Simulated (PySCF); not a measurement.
# Bond lengths and vibrations by method: BFH3N

Calculated results; nothing here was measured. They come from PySCF 2.14.0, an open-source quantum chemistry program, on an isolated molecule that a program drew, which may never have been made. The molecule is BFH3N (charge 0, singlet), drawn as the SMILES string `NBF`.

The geometry was optimised and harmonic frequencies were computed with HF and MP2, all in the cc-pVDZ basis, for the commonest isotopes, with a restricted reference for singlets and an unrestricted one otherwise, and a frozen core in MP2. Each result is a local minimum of its method.

Geometry at the HF minimum:
```xyz
6
BFH3N, angstrom
N    -0.9549   -0.8638   -0.7140
B    -0.3295   -0.8800   -1.9522
F    -0.0982    0.2834   -2.5824
H    -1.2433   -0.0178   -0.2669
H    -1.1521   -1.6953   -0.2004
H     0.0122   -1.8983   -2.4799
```

Lengths of the bonds as drawn, in Å (atoms numbered as above):
| bond | HF | MP2 |
|---|---|---|
| N1-B2 | 1.387 | 1.398 |
| B2-F3 | 1.343 | 1.359 |
| N1-H4 | 0.999 | 1.013 |
| N1-H5 | 0.997 | 1.011 |
| B2-H6 | 1.197 | 1.204 |

Rotational constants, in GHz:
| constant | HF | MP2 |
|---|---|---|
| A | 60.43 | 59.65 |
| B | 9.844 | 9.617 |
| C | 8.465 | 8.282 |

Harmonic frequencies in cm^-1, each column in rising order, so a row needn't be the same motion in every method:
```
rank    HF   MP2
   1   462   437
   2   486   451
   3   648   637
   4   935   875
   5  1007   954
   6  1140  1092
   7  1236  1181
   8  1479  1431
   9  1741  1623
  10  2757     ?
  11  3821  3650
  12  3935  3777
```

**Estimate the missing MP2 frequency from the HF column.**

A single factor s that minimises the squared misfit of MP2 against s times HF over the other rows is sum(HF x MP2) / sum(HF^2) = 0.9555, with an rms misfit of 17 cm^-1. For rank 10 it gives 0.9555 x 2757 = 2634 cm^-1. The calculation gives 2702 cm^-1, 68 cm^-1 above the estimate. The drawn bonds are on average 1.1 % longer in MP2 than in HF.
